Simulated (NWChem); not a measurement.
Molecule: C6H7, doublet; SMILES C1C[CH]C=CC=1

```xyz
13

C      0.0000    -1.2505     0.6260
C      0.0000    -1.2240    -0.7407
C      0.0000     0.0000    -1.4559
C      0.0000     1.2240    -0.7407
C      0.0000     1.2505     0.6260
C      0.0000     0.0000     1.4438
H      0.0000    -2.2080     1.1549
H      0.0000    -2.1663    -1.2960
H      0.0000     0.0000    -2.5474
H      0.0000     2.1663    -1.2960
H      0.0000     2.2080     1.1549
H      0.8684     0.0000     2.1392
H     -0.8684     0.0000     2.1392
```
Atoms are numbered in this order, from 1.

Program: NWChem. Pople sets run with spherical d functions. Spin-unrestricted. Spin-contaminated determinants: LC-wPBE (HJS exchange hole, range parameter 0.4 per bohr)/6-31G* (<S²> = 0.86). Medium grid unless said otherwise, to which SCAN and Minnesota functionals are sensitive. In the optimisation the excess spin sits in a" (Cs, its own frame). Geometry: optimised at PBE0/def2-SVP, spin-unrestricted. No stability test was run on the SCF state.

Task: Among these, which level gives the highest value of “lowest empty minus highest occupied level, either spin (eV)”?
A. r2SCAN/6-31G*
B. B3LYP/6-31G*
C. LC-wPBE (HJS exchange hole, range parameter 0.4 per bohr)/6-31G*
D. B3PW91/6-31G*

Result: C, LC-wPBE (HJS exchange hole, range parameter 0.4 per bohr)/6-31G*. Values: r2SCAN/6-31G* 1.87; B3LYP/6-31G* 2.63; B3PW91/6-31G* 2.73; LC-wPBE (HJS exchange hole, range parameter 0.4 per bohr)/6-31G* 8.12
